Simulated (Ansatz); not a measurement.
Conformers of C2H6OSn (SMILES C[O][Sn][CH3]), B3LYP-D3(BJ)/def2-TZVP minima from an xTB search, which can miss the lowest.
Conformer 1 (charge 0, multiplicity 1):
```xyz
10

C     -2.1113    -0.0646     0.1864
O     -0.7676    -0.0273    -0.2396
Sn     0.8114     0.0536     0.9878
C      2.2053     0.0651    -0.7129
H     -2.6558     0.7938    -0.2206
H     -2.5946    -0.9753    -0.1826
H     -2.2183    -0.0449     1.2796
H      2.8728    -0.7994    -0.6665
H      2.8263     0.9644    -0.6948
H      1.6318     0.0346    -1.6392
```
Conformer 2 (charge 0, multiplicity 1):
```xyz
10

C     -1.6069     0.3885     0.3180
O     -1.3303    -0.9932     0.3104
Sn     0.4173    -1.9522     0.2261
C      1.7344    -0.1678     0.1529
H     -2.1709     0.6477     1.2202
H     -0.7043     1.0082     0.2911
H     -2.2237     0.6482    -0.5491
H      1.5999     0.4498     1.0446
H      2.7797    -0.4764     0.0973
H      1.5049     0.4472    -0.7210
```

Frozen-core correlation. Filled d and f shells under p-block atoms count as core. MP2 and its Hartree–Fock in def2-QZVPP are density fitted.

The values were computed with Ansatz (a first-principles code) with Gaussian orbitals. Values without a source in brackets are computed. In def2 rows elements past Kr take small-core potentials, without spin–orbit coupling.

The energy of conformer 2 above conformer 1 is E(conformer 2) − E(conformer 1). Total energies (hartree):

```csv
level,conformer 2,conformer 1
HF/def2-TZVPP,-367.5033712,-367.5042435
MP2/def2-TZVPP,-368.1889207,-368.1893009
HF/def2-QZVPP,-367.5130030,-367.5140271
MP2/def2-QZVPP,-368.2466443,-368.2472171
MP2/def2-SVP,-367.8574733,-367.8582023
CCSD(T)/def2-SVP,-367.9195396,-367.9202705
```

Problem. Work out the energy of conformer 2 above conformer 1 at the basis-set limit: extrapolate the MP2 correlation part as X⁻³, take Hartree–Fock from the larger set, and add the CCSD(T) − MP2 difference of def2-SVP.

Solution. 
1. Differences (1 hartree = 627.509 kcal/mol): HF/def2-TZVPP 0.547; MP2/def2-TZVPP 0.239; HF/def2-QZVPP 0.643; MP2/def2-QZVPP 0.359; MP2/def2-SVP 0.457; CCSD(T)/def2-SVP 0.459.
2. Correlation parts, MP2 less HF: -0.309 in def2-TZVPP (X = 3), -0.283 in def2-QZVPP (X = 4).
3. Limit (4³·(-0.283) − 3³·(-0.309))/(4³ − 3³) = -0.264; with HF/def2-QZVPP it gives 0.378.
4. CCSD(T) less MP2 in def2-SVP: 0.001.
Result: 0.38 kcal/mol, against 0.24 at MP2/def2-TZVPP. It is an estimate of this method's limit, not of the exact value.
